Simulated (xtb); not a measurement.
A run for xtb: GFN1-xTB on CHFO2 (a complex), monomers drawn apart or pushed together.

```
$ xtb mol.xyz --gfn 1 --sp --chrg 0 --uhf 0
5

F     -0.17405263    -0.13736342    -0.71344463
H     -0.13006389    -0.46683909     0.15395053
O      0.00958261    -0.70628980     2.82381924
C      0.06303236    -0.02577439     3.76580051
O      0.11630375     0.64139571     4.70688504
```

It printed:

```
[...]
           -------------------------------------------------
          |                Calculation Setup                |
           -------------------------------------------------



molecular fragmentation (1/2 indicates fragments):
11222
# atoms in fragment 1/2:     2     3
 fragment masses (1/2) :       20.01       44.01
CMA distance (Bohr)    :   8.396
constraining FC (au)   :  0.0500

           -------------------------------------------------
          |                 G F N 1 - x T B                 |
           -------------------------------------------------

        Reference                      10.1021/acs.jctc.7b00118
      * Hamiltonian:
        H0-scaling (s, p, d)           1.850000    2.250000    2.000000
        zeta-weighting                 0.000000
      * Dispersion:
        s8                             2.400000
        a1                             0.630000
        a2                             5.000000
        s9                             0.000000
      * Repulsion:
        kExp                           1.500000
        rExp                           1.000000
      * Coulomb:
        alpha                          2.000000
        third order                    atomic
        anisotropic                    false
      * Halogen bond correction:
        rad-scale                      1.300000
        damping                        0.440000


          ...................................................
          :                      SETUP                      :
          :.................................................:
          :  # basis functions                  18          :
          :  # atomic orbitals                  18          :
          :  # shells                           10          :
          :  # electrons                        24          :
          :  # halogen bonds                     0          :
          :  max. iterations                   250          :
          :  Hamiltonian                  GFN1-xTB          :
          :  restarted?                      false          :
          :  GBSA solvation                  false          :
          :  PC potential                    false          :
          :  electronic temp.          300.0000000     K    :
          :  accuracy                    1.0000000          :
          :  -> integral cutoff          0.2500000E+02      :
          :  -> integral neglect         0.1000000E-07      :
          :  -> SCF convergence          0.1000000E-05 Eh   :
          :  -> wf. convergence          0.2000000E-04 e    :
          :  Broyden damping             0.4000000          :
          :  net charge                          0          :
          :  unpaired electrons                  0          :
          ...................................................

 iter      E             dE          RMSdq      gap      omega  full diag
   1    -17.1979107 -0.171979E+02  0.764E+00   10.81       0.0  T
   2    -17.3261780 -0.128267E+00  0.436E+00    7.83       1.0  T
   3    -17.3376095 -0.114315E-01  0.236E+00    7.69       1.0  T
   4    -17.3396174 -0.200790E-02  0.305E-01    6.63       1.0  T
   5    -17.3398955 -0.278155E-03  0.145E-01    6.80       1.0  T
   6    -17.3400116 -0.116131E-03  0.330E-02    6.78       1.4  T
   7    -17.3400178 -0.618461E-05  0.168E-03    6.78      26.6  T
   8    -17.3400178  0.914634E-08  0.184E-03    6.78      24.3  T
   9    -17.3400178 -0.170457E-07  0.213E-06    6.78   21037.7  T
  10    -17.3400178  0.110134E-12  0.447E-06    6.78   10015.9  T

   *** convergence criteria satisfied after 10 iterations ***

         #    Occupation            Energy/Eh            Energy/eV
      -------------------------------------------------------------
         1        2.0000           -0.9125187             -24.8309
       ...           ...                  ...                  ...
         6        2.0000           -0.7306682             -19.8825
         7        2.0000           -0.6733015             -18.3215
         8        2.0000           -0.6139964             -16.7077
         9        2.0000           -0.6138289             -16.7031
        10        2.0000           -0.5787456             -15.7485
        11        2.0000           -0.5310987             -14.4519
        12        2.0000           -0.5310986             -14.4519 (HOMO)
        13                         -0.2818765              -7.6703 (LUMO)
        14                         -0.2812889              -7.6543
        15                         -0.1609576              -4.3799
        16                          0.2137382               5.8161
        17                          0.2267389               6.1699
        18                          1.4527737              39.5320
      -------------------------------------------------------------
                  HL-Gap            0.2492221 Eh            6.7817 eV
             Fermi-level           -0.4064876 Eh          -11.0611 eV

 SCC (total)                   0 d,  0 h,  0 min,  0.005 sec
 SCC setup                      ...        0 min,  0.000 sec (  3.586%)
 Dispersion                     ...        0 min,  0.000 sec (  2.211%)
 classical contributions        ...        0 min,  0.000 sec (  0.947%)
 integral evaluation            ...        0 min,  0.001 sec ( 17.917%)
 iterations                     ...        0 min,  0.002 sec ( 41.531%)
 molecular gradient             ...        0 min,  0.001 sec ( 27.927%)
 printout                       ...        0 min,  0.000 sec (  5.450%)

         :::::::::::::::::::::::::::::::::::::::::::::::::::::
         ::                     SUMMARY                     ::
         :::::::::::::::::::::::::::::::::::::::::::::::::::::
         :: total energy             -17.206252632318 Eh    ::
         :: gradient norm              0.059114230907 Eh/a0 ::
         :: HOMO-LUMO gap              6.781677469743 eV    ::
         ::.................................................::
         :: SCC energy               -17.340017834728 Eh    ::
         :: -> electrostatic           0.097087454947 Eh    ::
         :: repulsion energy           0.134383618648 Eh    ::
         :: dispersion energy         -0.000618416237 Eh    ::
         :: halogen bond corr.         0.000000000000 Eh    ::
         :: add. restraining           0.000000000000 Eh    ::
         :: total charge               0.000000000000 e     ::
         :::::::::::::::::::::::::::::::::::::::::::::::::::::

           -------------------------------------------------
          |                Property Printout                |
           -------------------------------------------------

    * Orbital Energies and Occupations

         #    Occupation            Energy/Eh            Energy/eV
      -------------------------------------------------------------
         1        2.0000           -0.9125187             -24.8309
         2        2.0000           -0.8984688             -24.4486
         3        2.0000           -0.8315464             -22.6275
         4        2.0000           -0.7383401             -20.0913
         5        2.0000           -0.7306839             -19.8829
         6        2.0000           -0.7306682             -19.8825
         7        2.0000           -0.6733015             -18.3215
         8        2.0000           -0.6139964             -16.7077
         9        2.0000           -0.6138289             -16.7031
        10        2.0000           -0.5787456             -15.7485
        11        2.0000           -0.5310987             -14.4519
        12        2.0000           -0.5310986             -14.4519 (HOMO)
        13                         -0.2818765              -7.6703 (LUMO)
        14                         -0.2812889              -7.6543
Note: The following floating-point exceptions are signalling: IEEE_DENORMAL
normal termination of xtb
        15                         -0.1609576              -4.3799
        16                          0.2137382               5.8161
        17                          0.2267389               6.1699
        18                          1.4527737              39.5320
      -------------------------------------------------------------
                  HL-Gap            0.2492221 Eh            6.7817 eV
             Fermi-level           -0.4064876 Eh          -11.0611 eV

  Mulliken/CM5 charges         n(s)   n(p)   n(d)
     1F    -0.40174 -0.46870   1.820  5.582  0.000
     2H     0.39757  0.46702   0.602  0.000  0.000
     3O    -0.38440 -0.42780   1.716  4.669  0.000
     4C     0.74851  0.83131   0.913  2.339  0.000
     5O    -0.35995 -0.40183   1.712  4.648  0.000

Wiberg/Mayer (AO) data.
largest (>0.10) Wiberg bond orders for each atom

 ---------------------------------------------------------------------------
     #   Z sym  total        # sym  WBO       # sym  WBO       # sym  WBO
 ---------------------------------------------------------------------------
     1   9 F    0.840 --     2 H    0.839
     2   1 H    0.847 --     1 F    0.839
     3   8 O    2.230 --     4 C    1.905     5 O    0.318
     4   6 C    3.846 --     5 O    1.940     3 O    1.905
     5   8 O    2.259 --     4 C    1.940     3 O    0.318
 ---------------------------------------------------------------------------

Topologies differ in total number of bonds
Writing topology from bond orders to xtbtopo.mol

 dipole moment from electron density (au)
     X       Y       Z
   0.0486  -0.2919   0.9500  total (Debye):    2.529


           -------------------------------------------------
          | TOTAL ENERGY              -17.206252632318 Eh   |
          | GRADIENT NORM               0.059114230907 Eh/α |
          | HOMO-LUMO GAP               6.781677469743 eV   |
           -------------------------------------------------

------------------------------------------------------------------------
------------------------------------------------------------------------
 total:
 SCF:
```

The run finished.

Cost: very roughly 0.08 core-seconds.
